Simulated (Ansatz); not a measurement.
A search over several starts for the lowest SCF solution of Zr₂Si₂ at the given spin, in a small basis.

```yaml
crystal:
  periodic: [false, false, false]
  atoms:
    - {symbol: Zr, position_ang: [-0.045234, 1.488546, -0.638091]}
    - {symbol: Zr, position_ang: [0.081353, -1.307901, -0.952774]}
    - {symbol: Si, position_ang: [1.313638, -0.034165, 0.832046]}
    - {symbol: Si, position_ang: [-1.349747, -0.146479, 0.758819]}
basis:
  gaussian: {orbitals: def2-SVP}
magnetization: {spin_polarized: true, initial_magnetization: 0}
hamiltonian: {xc: pbe0, dispersion: d4}
output: {orbitals: {seedname: orbitals}}
```

```sh
$ ansatz run in.yaml --threads 2 --pin off --events-out ev --progress --plain --max-ram 4352MiB
```

Output, abridged:

```
Functional definition: PBE0
992 factors; integrals over basis functions are off by at most 6.6e-4 eV
mean field evaluation 1: about -18291.5480 eV, gradient 3.6e1 eV
mean field evaluation 2: about -18271.5722 eV, gradient 6.7e1 eV
mean field evaluation 4: about -18298.6397 eV, gradient 9.4e0 eV
mean field evaluation 8: about -18299.2730 eV, gradient 2.1e-1 eV
mean field evaluation 16: about -18299.2723 eV, gradient 1.5e-3 eV
mean field evaluation 32: about -18299.2699 eV, gradient 2.0e-1 eV
mean field evaluation 64: about -18299.2979 eV, gradient 6.4e-2 eV
mean field evaluation 96: about -18257.5955 eV, gradient 8.9e1 eV
mean field evaluation 128: about -18299.2786 eV, gradient 1.0e-3 eV
mean field evaluation 160: about -18299.2821 eV, gradient 6.2e-2 eV
mean field evaluation 192: about -18299.2786 eV, gradient 9.4e-4 eV
mean field evaluation 224: about -18299.2834 eV, gradient 2.2e-1 eV
mean field -18299.29842941 eV, -672.4868135708 hartree, gradient 5.4e-6 eV, S^2 0.533011; 13 other end points of the search recorded, 0 dependent functions left out
reference -18299.29846107 eV, -672.4868147343 hartree; 26, 26 occupied and 72, 72 virtual orbitals, 992 factors
Total energy: -18299.49132869 eV, -672.4939024888 hartree
```

Run time 77 s (2 threads of Arm Neoverse V1 on a shared host).

Other converged states that the search met: 0.03 eV higher (⟨S²⟩ = 0.00).

In the def2 sets Zr takes a core potential; there is no spin–orbit coupling. The unrestricted singlet has broken spin symmetry (⟨S²⟩ up to 0.53). The structure comes from a short search, and lower isomers may exist.
